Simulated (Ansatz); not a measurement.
Species: C3H2O2, SMILES `C#CC(=O)O` (O–C–O–H torsion 0°) (charge 0, multiplicity 1), formula C3H2O2.

### Question
How many basis functions does Ansatz (a quantum-chemistry and plane-wave program) with frozen-core CCSD(T)/cc-pVTZ // B3LYP-D3(BJ)/def2-TZVP use, how many core orbitals are frozen, and how many electrons are correlated?

### Answer
178 basis functions and 5 frozen orbitals, which leaves 26 correlated electrons. Core time is of the order of minutes.
